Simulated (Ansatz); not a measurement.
CH$_{5}$NSn (`N=[CH][SnH3]`). Total charge 0; spin multiplicity 1. Correlated methods include outer-core shells of Sn, which these sets cover unevenly. Sn takes the def2 core potential.

| atom | x (Å) | y (Å) | z (Å) |
| --- | --- | --- | --- |
| N1 | -0.719 | -0.432 | 1.625 |
| C2 | 0.126 | 0.195 | 0.923 |
| Sn3 | 0.078 | -0.056 | -1.219 |
| H4 | -0.602 | -0.237 | 2.623 |
| H5 | 0.883 | 0.861 | 1.364 |
| H6 | -1.194 | -1.112 | -1.614 |
| H7 | 1.576 | -0.689 | -1.743 |
| H8 | -0.148 | 1.469 | -1.958 |

(1) Give the diagnostics of a CCSD(T)/def2-TZVPP run (frozen core, Ansatz). (An estimate is asked.)

Results:

(1) The calculation gave: T1 = 0.0136, largest single amplitude 0.021, largest double 0.037, (T) share of the correlation energy 3.6 %, 9 CCSD cycles. The RHF solution is stable towards an unrestricted one. T1 lies under the customary mark of 0.02 for closed shells.
